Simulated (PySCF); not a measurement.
Zn₂O: from structure and modes to constants

Level of theory: PySCF, UPBE0, basis O def2-SVP, Zn def2-SVP (no relativity, density fitting).

The triplet minimum has C2v symmetry. Masses (u): O 15.99492, Zn 63.92915.

```xyz
3
charge 0 multiplicity 3, angstrom
O     0.0000    0.0000   -0.8273
Zn    1.5491    0.0000    0.1035
Zn   -1.5491    0.0000    0.1035
```

Harmonic wavenumbers (cm⁻¹): 91.7 (a1, ×1), 470.6 (a1, ×1), 727.4 (b2, ×1).

(1) Find the principal moments of inertia and the rotational constants. What kind of rotor is it?

(2) What is the harmonic zero-point energy?

(3) Give the standard entropy (298.15 K, 1 bar) by its translational, rotational, vibrational and spin parts, and Cp.

## Answers

(1) About the centre of mass I = 12.316, 306.81, 319.12 u Å². With B = 16.8576/I this gives 1.369, 0.05495, 0.05282 cm⁻¹. The molecule is an asymmetric top with κ = -1.00.

(2) Half the sum of all 3 wavenumbers, 1290/2 = 645 cm⁻¹, which is 7.7 kJ/mol (1 cm⁻¹ = 0.0119627 kJ/mol).

(3) Sackur–Tetrode with M = 143.85 u gives 170.8; rotation with symmetry number 2 gives 101.0; vibration 19.4; spin R ln 3 = 9.1. The total is 300.3 J/(mol K), and Cp = 4 R + 16.9 = 50.2 J/(mol K).

Other isomers or separated fragments may lie lower.
